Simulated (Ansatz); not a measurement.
Potential energy curve for C₂H₁₀Al₂O₆, singlet. The C4–H20 bond (C4 also carries H, H, O; H20 carries nothing else) is varied alone, starting from the PBE0/def2-SVP optimised geometry.

- RKS-PBE = restricted PBE/def2-SVP run with Ansatz (a program for electronic structure)
- RKS-B3LYP = Ansatz with restricted B3LYP/def2-SVP
- UKS-PBE0 = Ansatz with unrestricted PBE0/def2-SVP

Energies relative to the lowest point of each curve near equilibrium, in kcal/mol:

```tsv
R / Å	RKS-PBE	RKS-B3LYP
1.04	2.0	1.6
1.10	0.0	0.0
1.12	0.0	0.1
1.19	2.0	2.5
1.26	6.2	7.1
1.33	11.7	13.2
1.44	22.1	24.1
1.81	58.3	62.6
2.02	75.9	81.5
2.33	96.7	104.2
2.71	115.1	124.6
3.23	130.6	142.4
```

Q: What does UKS-PBE0 give at the same points?

A: 1.04: 1.6; 1.10: 0.0; 1.12: 0.1; 1.19: 2.6; 1.26: 7.4; 1.33: 13.5; 1.44: 24.9; 1.81: 64.8; 2.02: 84.4; 2.33: 100.2; 2.71: 107.0; 3.23: 109.4 (kcal/mol).

The restricted form behind RKS-PBE, RKS-B3LYP keeps the bonding electrons paired and can't separate into open-shell fragments. The unrestricted determinant behind UKS-PBE0 is spin-contaminated at 2.02 to 3.23 Å (<S²> up to 1.0, against 0.00 for a pure singlet).
